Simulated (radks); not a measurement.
The numbers below are computed, except where a source is named.
Ionisation of the technetium ion Tc3+, [Kr] 4d4, to Tc4+, [Kr] 4d3, under several functionals. Dirac Kohn-Sham, spin-unpolarised, spherical densities, finite nucleus; open shells are shared between the two j in proportion to 2j + 1; a radial shooting solver on a logarithmic mesh with Libxc functionals.

functional                                        E(Tc3+) (hartree)  Exc (hartree)  IE (eV)  -e(HOMO) (eV)  <r> HOMO (bohr)  IE error (eV)
LDA (Slater exchange, Perdew-Zunger correlation)        -4279.93901     -123.17854   42.227         35.217            1.525         +1.227
exchange-only PBE                                       -4282.22687     -125.49504   40.854         33.876            1.539         -0.146
exchange-only B88                                       -4282.82150     -126.10450   40.833         33.851            1.534         -0.167
XLYP                                                    -4285.30142     -128.60818   41.946         34.935            1.532         +0.946
exchange-only LDA                                       -4276.08464     -119.27184   40.649         33.683            1.537         -0.351

NIST Atomic Spectra Database: 41 eV (theoretical). Closest: exchange-only PBE. The Delta-SCF values span 1.58 eV, the total energies 9.22 hartree. The highest occupied level is 4d5/2. Spin polarisation and multiplet splitting are left out, so open shells lie too high by an amount that depends on their filling. Sharing an open shell by 2j + 1 raises it above the true ground level by a part of the spin-orbit splitting, which enters the differences from NIST.

Beside tabulated values, note that spin-unpolarised runs miss the spin-polarisation part of the exchange energy of open shells.
